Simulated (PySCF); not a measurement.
B(PH2)3 (BH6P3), SMILES PB(P)P.

The structure is a stationary point at PBE-D3(BJ)/def2-SVP. The values are those of a single conformer.

Level of theory: PBE/def2-TZVP run with PySCF.

Symmetry labels are those of the subgroup Cs that the program uses (full group Cs).

Computed valence orbital energies around the gap with their symmetry:
```json
[
 {"orbital": "HOMO−7", "symmetry": "A\"", "energy (eV)": "-10.09"},
 {"orbital": "HOMO−6", "symmetry": "A'", "energy (eV)": "-10.06"},
 {"orbital": "HOMO−5", "symmetry": "A\"", "energy (eV)": "-9.19"},
 {"orbital": "HOMO−4", "symmetry": "A'", "energy (eV)": "-8.75"},
 {"orbital": "HOMO−3", "symmetry": "A\"", "energy (eV)": "-8.11"},
 {"orbital": "HOMO−2", "symmetry": "A'", "energy (eV)": "-6.81"},
 {"orbital": "HOMO−1", "symmetry": "A'", "energy (eV)": "-6.42"},
 {"orbital": "HOMO", "symmetry": "A\"", "energy (eV)": "-6.19"},
 {"orbital": "LUMO", "symmetry": "A'", "energy (eV)": "-2.71"},
 {"orbital": "LUMO+1", "symmetry": "A'", "energy (eV)": "-0.87"},
 {"orbital": "LUMO+2", "symmetry": "A'", "energy (eV)": "-0.65"},
 {"orbital": "LUMO+3", "symmetry": "A\"", "energy (eV)": "-0.45"}
]
```
